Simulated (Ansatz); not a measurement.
Calculated with Ansatz (gas phase, PBE0-D4/def2-TZVP geometries, no zero-point term in ΔE). CCSD(T)/CBS is the MP2 limit (def2-TZVPP, def2-QZVPP) plus CCSD(T) − MP2 in def2-TZVPP, frozen cores. DFT in def2-TZVPP. B3LYP here is the variant with VWN-RPA as its local correlation; programs differ in this. One conformer a species, not always the lowest.

Reaction (formal exchange of groups at the Si–Si bond): `C[SiH2][SiH]1C=N1` + `OC(F)F` → `O[SiH]1C=N1` + `C[SiH2]C(F)F`

| level | ΔE (kJ/mol) | difference from CCSD(T)/CBS |
| --- | --- | --- |
| B3LYP-D4 | -75.6 | 3.6 |
| r2SCAN | -66.4 | 12.8 |
| PBE0 | -58.6 | 20.6 |
| B3LYP | -77.2 | 2.0 |
| SCS-MP2/def2-TZVPP | -82.3 | -3.1 |
| CCSD(T)/def2-TZVPP | -71.1 | 8.1 |
| HF/def2-QZVPP | -92.8 | -13.6 |
| MP2/def2-QZVPP | -84.0 | -4.8 |
| HF/CBS(def2) | -93.1 | -13.9 |
| MP2/CBS(def2) | -86.6 | -7.4 |
| CCSD(T)/CBS | -79.2 | 0 |

Largest T1 diagnostic among the species: 0.016.

From PBE to PBE0 (25 % exact exchange), in def2-TZVPP and without D4, ΔE moves by −5.1 kJ/mol. In def2-TZVPP, CCSD(T) changes the Hartree–Fock value by +19.1 kJ/mol (the triples alone add +5.3 kJ/mol) and MP2 by +11.7 kJ/mol.
